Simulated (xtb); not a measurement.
TaOCl₃, SMILES [O]=[Ta]([Cl])([Cl])[Cl], multiplicity 1. All values are semi-empirical tight-binding results from xtb (GFN2-xTB unless named), good for trends rather than for accurate numbers. Geometry: GFN2-xTB. The spin state was assumed, not searched. The isomer is the one that the SMILES or the coordinates give; other isomers of the formula were not compared.

For metal compounds this method's bond lengths and energies can be far off.

Computed properties:
| Quantity | Result |
|---|---|
| point group as xtb finds it | C3v |
| orbital gap | 3.74 eV |
| zero-point energy | 3.4 kcal/mol |
| G − E(el) at 298.15 K (modified RRHO) | -18.0 kcal/mol |
